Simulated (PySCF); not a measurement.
Al(H)(Me)(OEt) (C3H9AlO), SMILES [CH3][AlH][O]CC.

Geometry: PBE0-D3(BJ)/def2-SVP. The structure was generated by enumeration; whether it is a known compound was not checked. Other conformers were not sampled.

Two levels are set side by side: TDDFT-PBE/def2-SVPD (PySCF) and TDDFT-M06-2X/def2-SVPD (PySCF). Vertical, same geometry. The lowest singlet is HOMO→LUMO 99 % with PBE and HOMO→LUMO 97 % with the other functional; states are paired by order. Differences are taken from unrounded values.

```csv
quantity,TDDFT-PBE
lowest singlet excitation (eV),5.12
lowest triplet excitation (TDA) (eV),4.88
first bright state (f over 0.05) (eV),5.67
its oscillator strength,0.07
```

Q: These are the TDDFT-PBE values. What does TDDFT-M06-2X give? (An estimate is asked for; the answer gives what the named calculation found.)

A: 
```json
[
 {"quantity": "lowest singlet excitation (eV)", "TDDFT-M06-2X": "5.84", "TDDFT-PBE minus TDDFT-M06-2X": "-0.72"},
 {"quantity": "lowest triplet excitation (TDA) (eV)", "TDDFT-M06-2X": "5.53", "TDDFT-PBE minus TDDFT-M06-2X": "-0.64"},
 {"quantity": "first bright state (f over 0.05) (eV)", "TDDFT-M06-2X": "6.98", "TDDFT-PBE minus TDDFT-M06-2X": "-1.31"},
 {"quantity": "its oscillator strength", "TDDFT-M06-2X": "0.09", "TDDFT-PBE minus TDDFT-M06-2X": "-0.02"}
]
```

Functionals without exact exchange tend to place singlet excitations lower, as here. Differences between two approximate levels are no errors against the true value.

Rough cost on one machine, each run with all the roots and properties that it gave: TDDFT-M06-2X against TDDFT-PBE about 10 times.
